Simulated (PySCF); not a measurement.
**Spinor energies of Xe⁴⁺ (xenon, charge +4)**

Start: [Kr] 4d10 5s2 5p2; 5p1/2 filled at m_j = -1/2, +1/2. Calculated with PySCF 2.14 in x2c-TZVPall-2c (8s9p5d2f, 74 functions): generalised Hartree-Fock with the X2C-1e Hamiltonian and a Gaussian nucleus; one run each with spin-orbit coupling (SO) switched off, then screened by Boettger's factors.

```tsv
spinor shell	electrons	ε, spin-free (eV)	ε, screened SO (eV)	weight of nominal j (screened SO)	rms radius, screened SO (bohr)
1s1/2	2	-34775.4	-34771.0	1.000	0.0305
2s1/2	2	-5554.1	-5552.6	1.000	0.124
2p1/2	2	-4981.5	-5207.3	1.000	0.107
2p3/2	4	-4981.5	-4879.7	1.000	0.112
3s1/2	2	-1217.1	-1216.5	1.000	0.326
3p1/2	2	-1027.8	-1071.7	1.000	0.318
3p3/2	4	-1027.8	-1007.4	1.000	0.330
3d3/2	4	-747.51	-755.00	1.000	0.302
4s1/2	2	-275.98	-275.53	1.000	0.761
4p1/2	2	-213.23	-222.15	1.000	0.795
4p3/2	4	-213.23	-208.65	1.000	0.825
4d3/2	4	-118.98	-120.03	1.000	0.932
4d5/2	6	-118.98	-117.66	1.000	0.939
5s1/2	2	-66.838	-66.673	1.000	1.83
5p1/2	2	-53.746	-53.503	1.000	2.04
```

**Question.** Where does 3d5/2 lie, and what is the 3d spin-orbit splitting (screened SO)?

**Answer.** At -741.65 eV, 13.345 eV above 3d3/2.

```json
{"quantity": "E (hartree)", "spin-free": "-7438.52185", "screened SO": "-7440.96497"}
{"quantity": "M_J", "spin-free": "0", "screened SO": "0"}
{"quantity": "⟨J²⟩", "spin-free": "2.005", "screened SO": "0.000"}
{"quantity": "⟨L²⟩", "spin-free": "2.004", "screened SO": "1.354"}
{"quantity": "⟨S²⟩", "spin-free": "2.002", "screened SO": "1.354"}
```

Breit and QED terms are absent; they matter most for the inner s and p1/2 levels.

Densities and radii are taken from the X2C orbitals without a picture-change correction, which distorts them close to the nucleus.

Without spin-orbit coupling the j labels of p, d and f shells carry no meaning; the spin-free column gives the mean over the occupied spinors of each nl shell.
